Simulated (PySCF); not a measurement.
C₂H₉ClSi₃, SMILES C(=C)([SiH2][SiH2][SiH3])Cl. Atoms are numbered in the order given.

```xyz
15

C      2.9491    -0.4696     0.0577
C      1.7556     0.1254     0.1423
Cl     1.1847     1.1437    -1.1886
Si     0.5167    -0.0222     1.5584
Si    -1.4516    -1.0318     0.7611
Si    -2.3127     0.0639    -1.1362
H      3.3006    -1.0975     0.8813
H      3.6015    -0.3522    -0.8124
H      1.1562    -0.8277     2.6406
H      0.2093     1.3442     2.0712
H     -1.1620    -2.4610     0.4305
H     -2.4698    -1.0073     1.8570
H     -2.3132     1.5397    -0.9238
H     -1.5052    -0.2703    -2.3419
H     -3.7203    -0.3845    -1.3624
```
Charge 0, spin multiplicity 1.

Geometry optimised at B3LYP-D3(BJ)/def2-SVP. The structure was generated by enumeration, and PubChem lists no compound with its InChIKey, so it may never have been made. Other conformers were not sampled.

Two levels are set side by side: PBE/pcSseg-1 (PySCF) and HF/pcSseg-1 (PySCF). GIAO shifts against HCl (³⁵Cl), TMS (²⁹Si), TMS (¹H), TMS (¹³C) at the same level; non-relativistic, no solvent, atoms listed together averaged. Without spin–orbit terms, shifts of atoms bonded to Cl or Br come out too high at both levels. Differences are taken from unrounded values.

```json
[
 {"quantity": "δ(¹³C) of C1 (ppm)", "HF": "143.8"},
 {"quantity": "δ(¹³C) of C2 (ppm)", "HF": "152.8"},
 {"quantity": "δ(³⁵Cl) of Cl3 (ppm)", "HF": "181.3"},
 {"quantity": "δ(²⁹Si) of Si4 (ppm)", "HF": "-50.5"},
 {"quantity": "δ(²⁹Si) of Si5 (ppm)", "HF": "-101.8"},
 {"quantity": "δ(²⁹Si) of Si6 (ppm)", "HF": "-89.5"},
 {"quantity": "δ(¹H) of H7, H8 (ppm)", "HF": "6.58"},
 {"quantity": "δ(¹H) of H11, H12 (ppm)", "HF": "3.34"},
 {"quantity": "δ(¹H) of H13, H14, H15 (ppm)", "HF": "3.82"}
]
```

Problem. What does PBE give, and how far is it from HF? (Estimate from the structure and the level; the computed values follow.)

Solution. 
| quantity | PBE | PBE minus HF |
|---|---|---|
| δ(¹³C) of C1 (ppm) | 136.8 | -7.0 |
| δ(¹³C) of C2 (ppm) | 157.0 | 4.3 |
| δ(³⁵Cl) of Cl3 (ppm) | 330.8 | 149.5 |
| δ(²⁹Si) of Si4 (ppm) | -58.6 | -8.1 |
| δ(²⁹Si) of Si5 (ppm) | -118.2 | -16.5 |
| δ(²⁹Si) of Si6 (ppm) | -106.6 | -17.1 |
| δ(¹H) of H7, H8 (ppm) | 6.40 | -0.18 |
| δ(¹H) of H11, H12 (ppm) | 3.73 | 0.39 |
| δ(¹H) of H13, H14, H15 (ppm) | 4.09 | 0.28 |

Rough cost on one machine, each run with all the roots and properties that it gave: HF against PBE within a factor of 2.
